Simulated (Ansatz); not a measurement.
Molecule: ZrO, net charge 0, singlet state. SMILES: [O]=[Zr]
Geometry from a B3LYP-D3(BJ)/def2-TZVP (Ansatz, a quantum-chemistry and plane-wave program) optimisation:
```
Zr
O 1 1.7178
```

Computed values are from Ansatz. Cores are frozen in the correlated levels unless marked. UHF or UKS for open shells. No spin-orbit coupling. The frozen core is the preceding noble-gas configuration, with the filled d and f shells of earlier blocks. Past Kr the def2 sets carry scalar-relativistic core potentials. CBS(X,Y): correlation extrapolated as X^-3; Hartree-Fock from the larger set.

```yaml
atomisation energy De: 757.3 kJ/mol at CCSD(T)/CBS(def2-TZVPPD,def2-QZVPPD)
vertical ionisation energy (to the doublet): 6.69 eV at CCSD(T)/CBS(def2-TZVPPD,def2-QZVPPD)
total_energy: -121.8009 Eh at CCSD(T)/CBS(def2-TZVPPD,def2-QZVPPD)
dipole_moment: 2.33 D at CCSD(T)/def2-SVPD
```

The Hartree-Fock reference is unstable (checked in the largest basis), which strains HF and MP2. The T1 diagnostic of CCSD in the largest basis is 0.032, which is high, so the coupled-cluster rows are less sure than usual.
